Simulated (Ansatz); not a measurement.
Consider the formal exchange of groups at the Si–C bond: `[SiH3]C(Cl)I` + `ClC1C=C1` → `[SiH3]C1=CC1Cl` + `ClCI`.

Program: Ansatz. Geometries: PBE0-D4/def2-TZVP. ΔE: electronic, gas phase. CBS: MP2 limit from def2 TZ/QZ plus the TZ coupled-cluster correction, frozen cores. Functionals use def2-TZVPP. Elements past krypton have def2 core potentials. For I outer-core shells are correlated without core-valence functions, which leaves a few kJ/mol of doubt a bond.

`[SiH3]C(Cl)I`:

Cartesian coordinates in Å:
```
Si -0.109 -0.072 0.984
C 0.291 0.047 -0.859
Cl 0.500 1.738 -1.330
I -1.269 -0.926 -1.972
H -1.392 0.628 1.224
H -0.208 -1.506 1.352
H 0.990 0.576 1.745
H 1.197 -0.484 -1.143
```

`ClC1C=C1`:

```xyz
7

Cl   -0.015   -0.618   -2.078
C     0.216   -0.563   -0.294
C     0.441    0.722    0.371
C    -0.727    0.187    0.539
H     0.685   -1.493    0.009
H     1.128    1.537    0.522
H    -1.728    0.228    0.931
```

`[SiH3]C1=CC1Cl`:

Z-matrix (Å, degrees):
```
Si
C 1 1.844
H 1 1.483 2 108.5
H 1 1.484 2 108.6 3 119.0
H 1 1.483 2 109.7 3 -120.7
C 2 1.305 1 152.8 3 116.2
C 2 1.487 1 144.9 3 -56.0
H 6 1.078 2 148.7 1 0.9
Cl 7 1.795 2 119.4 1 69.0
H 7 1.085 2 123.1 1 -73.7
```

`ClCI`:

Z-matrix (Å, degrees):
```
C
Cl 1 1.754
I 1 2.135 2 113.9
H 1 1.085 2 109.1 3 -118.9
H 1 1.085 2 109.1 3 118.9
```

| level | ΔE (kJ/mol) |
| --- | --- |
| PBE | -30.9 |
| HF/def2-QZVPP | -38.9 |

(1) What does CCSD(T)/CBS give? (An estimate is asked.)

Largest T1 diagnostic among the species: 0.011.

## Answers

(1) The calculation gave: -25.5 kJ/mol. The listed levels differ from it by -5.4, -13.4 kJ/mol.

In def2-TZVPP, CCSD(T) changes the Hartree–Fock value by +10.8 kJ/mol (the triples alone add +1.5 kJ/mol) and MP2 by +11.9 kJ/mol. The D4 term adds +4.2 kJ/mol with B3LYP and +1.9 kJ/mol with PBE0; it sums over pairs of atoms, weighted by their polarisabilities, and B3LYP, whose exchange is more repulsive, gets the larger term.

B3LYP here is the variant with VWN-RPA as its local correlation; programs differ in this.
